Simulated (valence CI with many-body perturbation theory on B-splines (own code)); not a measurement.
**Questions on Al⁸⁺**

Method: relativistic CI+MBPT: three valence electrons over a frozen Dirac-Fock core [He], radial functions for each j: 9 s, 9 p, 8 d, 6 f, 3 g, 1 h, with the one-electron correlation potential Σ1, the two-electron term Σ2, the three-electron term Σ3, Breit, model QED; selected CI, second order for the rest (own B-spline code, finite nucleus).

No measured spectrum was set against this ion. As an estimate, levels of excited configurations hold to 0.05 to 0.15 % of their energy, terms of the ground configuration to about 0.5 %.

Rates and lifetimes use the calculated energies. Strong lines usually hold to 10 to 20 %, long lifetimes can be off by a factor of two.

Problem. What is the ground level?

Solution. 2s²2p ²P°_1/2, composition 97 % 2s²2p ²P° + 3 % 2p³ ²P°, g = 0.665.

Problem. Among levels below 1797900 cm⁻¹, which E1 lines absorb most strongly from the ground level?

Solution. to 2s²3d ²D_3/2 at 6.090 nm, f = 0.615; to 2s2p3p ²D_3/2 at 5.690 nm, f = 0.211; to 2s2p² ²P_1/2 at 28.22 nm, f = 0.106.

Problem. How is the term ²P° of the ground level split?

Solution. J = 1/2 at 0, J = 3/2 at 4887 cm⁻¹.

Problem. Where does the other parity begin?

Solution. At 2s2p² ⁴P_1/2, 145080 cm⁻¹.

Problem. What are the static dipole polarisabilities of the lowest levels?

Solution. 2s²2p ²P°_1/2 0.166; 2s²2p ²P°_3/2 0.166 (tensor 0.013) bohr³, of which the core gives 0.000350.
